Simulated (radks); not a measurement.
Problem. Ionisation ladder of silver, from Ag22+ to Ag43+. Each ion is in the ground configuration listed by NIST, and IE = E(next ion) - E(this ion). All-electron calculation, scalar-relativistic Kohn-Sham, r2SCAN, spin-polarised, spherical densities, finite nucleus; open shells are filled with parallel spins first (spin-orbit coupling, left out, can overturn this in heavy ions); meta-GGA in the generalised Kohn-Sham scheme; Fermi nuclear charge, rms radius 4.5454 fm. Program: a radial shooting solver on a logarithmic mesh with Libxc functionals.

| species | configuration | IE, Delta-SCF (eV) | <r> HOMO (bohr) |
|---|---|---|---|
| Ag22+ | [Ar] 3d7 | 1081.3 | 0.321 |
| Ag23+ | [Ar] 3d6 | 1147.0 | 0.317 |
| Ag24+ | [Ar] 3d5 | 1240.7 | 0.310 |
| Ag25+ | [Ar] 3d4 | 1311.5 | 0.306 |
| Ag26+ | [Ar] 3d3 | 1383.4 | 0.302 |
| Ag27+ | [Ar] 3d2 | 1456.2 | 0.298 |
| Ag28+ | [Ar] 3d1 | 1529.8 | 0.295 |
| Ag29+ | [Ar] | 1764.9 | 0.326 |
| Ag30+ | [Ne] 3s2 3p5 | 1830.2 | 0.324 |
| Ag31+ | [Ne] 3s2 3p4 | 1894.4 | 0.321 |
| Ag32+ | [Ne] 3s2 3p3 | 1987.8 | 0.318 |
| Ag33+ | [Ne] 3s2 3p2 | 2055.7 | 0.315 |
| Ag34+ | [Ne] 3s2 3p1 | 2122.5 | 0.313 |
| Ag35+ | [Ne] 3s2 | ? | 0.322 |
| Ag36+ | [Ne] 3s1 | 2373.0 | 0.319 |
| Ag37+ | [Ne] | ? | 0.115 |
| Ag38+ | [He] 2s2 2p5 | 5811.2 | 0.114 |
| Ag39+ | [He] 2s2 2p4 | ? | 0.113 |
| Ag40+ | [He] 2s2 2p3 | ? | 0.111 |
| Ag41+ | [He] 2s2 2p2 | 6463.5 | 0.111 |
| Ag42+ | [He] 2s2 2p1 | 6653.7 | 0.110 |
| Ag43+ | [He] 2s2 | 7082.5 | 0.127 |

Estimate the withheld Delta-SCF values.

Solution. Ag35+: 2297.7 eV (NIST 2302); Ag37+: 5624.4 eV (NIST 5558); Ag39+: 5992.9 eV (NIST 5966); Ag40+: 6267.9 eV (NIST 6170).
